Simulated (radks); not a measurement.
Values are calculated unless marked as measured or tabulated.
Ionisation of Ir, [Xe] 4f14 5d7 6s2, to Ir+, [Xe] 4f14 5d7 6s1, under several functionals. Scalar-relativistic Kohn-Sham, spin-unpolarised, spherical densities, finite nucleus; a radial shooting solver on a logarithmic mesh with Libxc functionals.

functional,E(Ir) (hartree),Exc (hartree),IE (eV),-e(HOMO) (eV),<r> HOMO (bohr),IE error (eV)
revPBE,-17824.4727,-346.3676,9.780,6.250,2.901,+0.813
"LDA (Slater exchange, Perdew-Zunger correlation)",-17814.0696,-335.9816,10.180,6.588,2.883,+1.213
PBE,-17824.1026,-345.9924,9.875,6.327,2.900,+0.908
BP86,-17826.2217,-348.1073,10.059,6.498,2.887,+1.092
PBEsol,-17819.0604,-340.9540,9.924,6.371,2.885,+0.957
exchange-only B88,-17820.9274,-342.7522,9.122,5.585,2.945,+0.155
OLYP,-17830.4217,-352.5599,9.541,6.017,2.916,+0.574

NIST Atomic Spectra Database: 8.967 eV (measured). Closest: exchange-only B88. The Delta-SCF values span 1.06 eV, the total energies 16.35 hartree. The highest occupied level is 6s. Spin polarisation and multiplet splitting are left out, so open shells lie too high by an amount that depends on their filling. Spin-orbit splitting is averaged out at the scalar-relativistic level.

Beside tabulated values, note that spin-unpolarised runs miss the spin-polarisation part of the exchange energy of open shells.
